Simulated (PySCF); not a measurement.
Bond curve of CsO

Set-up: Cs def2-SVP with ECP46, O def2-SVP; scalar-relativistic core potentials (PySCF 2.14). Energies in eV from Cs + O in their ground configurations at the same level. State: ²Π (doublet), unpaired electrons π ↑.

```csv
R (Å),UHF-MP2
2.206,-1.322
2.308,-1.717
2.411,-1.946
2.488,-2.036
2.565,-2.072
2.642,-2.068
2.745,-2.014
2.873,-1.894
3.027,-1.702
3.232,-1.407
```

**Question.** Put a parabola through the three lowest points of the UHF-MP2 curve and estimate Re, k and ωe (reduced mass 14.28 u; 1 eV/Å² = 0.16022 mdyn/Å; ωe = 1302.8·√(k/μ) cm⁻¹).

**Answer.** Through R = 2.488, 2.565, 2.642 Å the second-order coefficient is 3.37 eV/Å², so Re ≈ 2.596 Å, k ≈ 1.08 mdyn/Å and ωe ≈ 358 cm⁻¹. A polynomial fit of higher order to the unrounded UHF-MP2 energies gives Re = 2.593 Å, k = 1.01 mdyn/Å, ωe = 346 cm⁻¹; anharmonicity and rounding make the difference.

The higher-order fit for each curve: UHF-MP2: Re = 2.593 Å, ωe = 346 cm⁻¹, De = 2.07 eV.

Correlated steps freeze 1 core orbital. Correlated levels converge slowly with the basis: in double zeta they bind strong bonds too weakly, by up to about 1 eV, and carry superposition errors of some tenths. Spin–orbit coupling is left out, which matters for elements this heavy, above all for dissociation energies. The state was picked by a PBE0 search and need not be the measured ground state.
